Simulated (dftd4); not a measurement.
C4H10Cd, charge -1, doublet, at a GFN2-xTB geometry (such geometries of metal compounds can be far from the true shape) (a state made from the parent by changing its charge; the spin is typed, not shown lowest); D4 for pbe0 (dftd4).

Here is a job for dftd4.
```
$ dftd4 mol.xyz --func pbe0 --charge -1 --json dftd4.json --noedisp --property

# file mol.xyz
15

Cd     0.61871508     0.17385886     0.12091495
C     -1.05596693    -0.76951220     2.04049801
C     -0.76221012    -2.26703958     2.10367135
H     -2.08139918    -0.64062863     1.64384138
H     -1.08386799    -0.38373978     3.07767698
H      0.20903105    -2.45498206     2.57467417
H     -0.73439591    -2.70012617     1.09636941
H     -1.50969502    -2.84993609     2.68017020
C     -0.46840935     0.34174745    -2.36173853
C     -1.01204936     1.76751606    -2.42906994
H     -1.33083013    -0.35217598    -2.37407701
H      0.08958836     0.14494115    -3.29728625
H     -0.19526239     2.49344179    -2.51059825
H     -1.58376293     2.00790460    -1.52437936
H     -1.68591544     1.95380547    -3.29047411
```

**Question.** Predict the main parts of the log of this dftd4 run.

**Answer.** 
```
                    ____  _____ _____     ____  _  _
      -------------|  _ \|  ___|_   _|---|  _ \| || |------------
     |             | | | | |_    | | ___ | | | | || |_           |
     |             | |_| |  _|   | ||___|| |_| |__   _|          |
     |             |____/|_|     |_|     |____/   |_|            |
     |             ===================================           |
     |            E. Caldeweyher, S. Ehlert & S. Grimme          |
     |          Mulliken Center for Theoretical Chemistry        |
     |                    University of Bonn                     |
      -----------------------------------------------------------

Rational (Becke-Johnson) damping: pbe0-D4-ATM
---------------------
  s6         1.0000
  s8         1.2007
  s9         1.0000
  a1         0.4009
  a2         5.0293
 alp        16.0000
--------------------

Atomic data, radii in Ångström:
------------------------------------------------------
   Z          R(cov)      r4/r2   hardness         EN
------------------------------------------------------
  48 Cd       1.6400     2.9543     0.2572     1.6900
   6 C        1.0000     1.6431     0.4220     2.5500
   1 H        0.4267     1.0622     0.4726     2.2000
------------------------------------------------------

Atomic reference systems (in atomic units):
----------------------------------------------------------------------------
   Z        #      CN     q+Z       C6(AA)   #      CN     q+Z       C6(AA)
----------------------------------------------------------------------------
  48 Cd     1  0.0000 20.0000     476.2250   2  1.7753 20.2190     223.4542
   6 C      1  0.0000  6.0000      49.3833   2  0.9189  5.8288      52.1688
            3  1.9079  5.8579      35.6972   4  2.8312  5.7775      35.8445
            5  3.7487  5.7435      28.6317   6  2.9183  5.8956      32.2504
            7  0.8556  6.2103      25.6194
   1 H      1  0.0000  1.0000       7.6362   2  0.8942  1.0000       3.0374
----------------------------------------------------------------------------

Atomic properties (in atomic units):
----------------------------------------------------------------------------
     #    Z              CN          q      C6(AA)        C8(AA)   alpha(0)
----------------------------------------------------------------------------
     1   48 Cd       0.6549     0.1916    460.5737    43065.8347    50.3539
     2    6 C        3.1452    -0.3628     40.1408     1160.9403    10.3365
     3    6 C        3.7447    -0.3316     30.7895      890.4862     8.0099
     4    1 H        0.9221     0.0335      2.5376       30.6752     2.4912
     5    1 H        0.9221     0.0208      2.7222       32.9070     2.5803
     6    1 H        0.9238     0.0122      2.8555       34.5188     2.6426
     7    1 H        0.9237     0.0217      2.7077       32.7319     2.5733
     8    1 H        0.9217     0.0106      2.8815       34.8329     2.6547
     9    6 C        3.1466    -0.3631     40.1445     1161.0480    10.3363
    10    6 C        3.7448    -0.3314     30.7844      890.3374     8.0092
    11    1 H        0.9221     0.0331      2.5427       30.7365     2.4937
    12    1 H        0.9221     0.0205      2.7259       32.9512     2.5820
    13    1 H        0.9238     0.0122      2.8548       34.5102     2.6423
    14    1 H        0.9236     0.0222      2.7006       32.6452     2.5699
    15    1 H        0.9217     0.0106      2.8811       34.8275     2.6545
----------------------------------------------------------------------------

Molecular properties (in atomic units):
----------------------------------------
 molecular C6                3715.2151
 molecular C8              149862.7179
----------------------------------------

Dispersion energy:      -1.1005830999384E-02 Eh

[Info] JSON dump of results written to 'dftd4.json'
```
